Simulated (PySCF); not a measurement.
CH7GeNSi2, SMILES N1=[C]([GeH2][SiH2]1)[SiH3].

Coordinates come from a ωB97X-D3(BJ)/def2-SVP optimisation. The structure was generated by enumeration, and PubChem lists no compound with its InChIKey, so it may never have been made.

Level of theory: ωB97X-D3(BJ)/def2-SVP in PySCF.

Frequencies are harmonic and unscaled.

Question: Give all harmonic wavenumbers and intensities. (An estimate is asked for; the answer gives what the named calculation found.)

Answer: 
```json
[
 {"mode": "1", "ν (cm⁻¹)": "45", "IR (km/mol)": "0.0", "moving atoms (share of kinetic energy)": "H 94 %"},
 {"mode": "2", "ν (cm⁻¹)": "117", "IR (km/mol)": "1.9", "moving atoms (share of kinetic energy)": "N 45 %, H 31 %, Si 17 %"},
 {"mode": "3", "ν (cm⁻¹)": "137", "IR (km/mol)": "0.8", "moving atoms (share of kinetic energy)": "Si 37 %, Ge 26 %, H 19 %, N 10 %, C 8 %"},
 {"mode": "4", "ν (cm⁻¹)": "239", "IR (km/mol)": "5.0", "moving atoms (share of kinetic energy)": "H 56 %, C 36 %"},
 {"mode": "5", "ν (cm⁻¹)": "328", "IR (km/mol)": "0.4", "moving atoms (share of kinetic energy)": "Si 64 %, Ge 22 %, H 9 %"},
 {"mode": "6", "ν (cm⁻¹)": "365", "IR (km/mol)": "11.6", "moving atoms (share of kinetic energy)": "H 93 %"},
 {"mode": "7", "ν (cm⁻¹)": "393", "IR (km/mol)": "4.2", "moving atoms (share of kinetic energy)": "C 26 %, Ge 25 %, N 22 %, H 15 %, Si 12 %"},
 {"mode": "8", "ν (cm⁻¹)": "403", "IR (km/mol)": "4.0", "moving atoms (share of kinetic energy)": "Si 75 %, H 10 %, Ge 9 %"},
 {"mode": "9", "ν (cm⁻¹)": "523", "IR (km/mol)": "4.1", "moving atoms (share of kinetic energy)": "H 77 %"},
 {"mode": "10", "ν (cm⁻¹)": "583", "IR (km/mol)": "0.6", "moving atoms (share of kinetic energy)": "H 88 %, Si 9 %"},
 {"mode": "11", "ν (cm⁻¹)": "602", "IR (km/mol)": "31.5", "moving atoms (share of kinetic energy)": "H 88 %"},
 {"mode": "12", "ν (cm⁻¹)": "640", "IR (km/mol)": "74.8", "moving atoms (share of kinetic energy)": "H 67 %, N 17 %, Si 11 %"},
 {"mode": "13", "ν (cm⁻¹)": "683", "IR (km/mol)": "34.1", "moving atoms (share of kinetic energy)": "H 85 %, N 10 %"},
 {"mode": "14", "ν (cm⁻¹)": "713", "IR (km/mol)": "57.8", "moving atoms (share of kinetic energy)": "H 56 %, C 34 %"},
 {"mode": "15", "ν (cm⁻¹)": "743", "IR (km/mol)": "51.2", "moving atoms (share of kinetic energy)": "N 47 %, H 33 %, Si 15 %"},
 {"mode": "16", "ν (cm⁻¹)": "820", "IR (km/mol)": "236.4", "moving atoms (share of kinetic energy)": "H 64 %, Si 19 %, N 15 %"},
 {"mode": "17", "ν (cm⁻¹)": "870", "IR (km/mol)": "68.8", "moving atoms (share of kinetic energy)": "H 80 %, C 17 %"},
 {"mode": "18", "ν (cm⁻¹)": "921", "IR (km/mol)": "264.4", "moving atoms (share of kinetic energy)": "H 89 %"},
 {"mode": "19", "ν (cm⁻¹)": "953", "IR (km/mol)": "40.8", "moving atoms (share of kinetic energy)": "H 97 %"},
 {"mode": "20", "ν (cm⁻¹)": "957", "IR (km/mol)": "82.7", "moving atoms (share of kinetic energy)": "H 80 %, C 12 %"},
 {"mode": "21", "ν (cm⁻¹)": "962", "IR (km/mol)": "181.5", "moving atoms (share of kinetic energy)": "H 90 %"},
 {"mode": "22", "ν (cm⁻¹)": "982", "IR (km/mol)": "14.7", "moving atoms (share of kinetic energy)": "H 44 %, C 39 %, Si 8 %, N 8 %"},
 {"mode": "23", "ν (cm⁻¹)": "1640", "IR (km/mol)": "47.4", "moving atoms (share of kinetic energy)": "C 55 %, N 44 %"},
 {"mode": "24", "ν (cm⁻¹)": "2166", "IR (km/mol)": "126.6", "moving atoms (share of kinetic energy)": "H 99 %"},
 {"mode": "25", "ν (cm⁻¹)": "2171", "IR (km/mol)": "105.4", "moving atoms (share of kinetic energy)": "H 98 %"},
 {"mode": "26", "ν (cm⁻¹)": "2248", "IR (km/mol)": "109.0", "moving atoms (share of kinetic energy)": "H 96 %"},
 {"mode": "27", "ν (cm⁻¹)": "2248", "IR (km/mol)": "130.0", "moving atoms (share of kinetic energy)": "H 98 %"},
 {"mode": "28", "ν (cm⁻¹)": "2260", "IR (km/mol)": "105.7", "moving atoms (share of kinetic energy)": "H 98 %"},
 {"mode": "29", "ν (cm⁻¹)": "2266", "IR (km/mol)": "128.0", "moving atoms (share of kinetic energy)": "H 96 %"},
 {"mode": "30", "ν (cm⁻¹)": "2279", "IR (km/mol)": "106.5", "moving atoms (share of kinetic energy)": "H 96 %"}
]
```
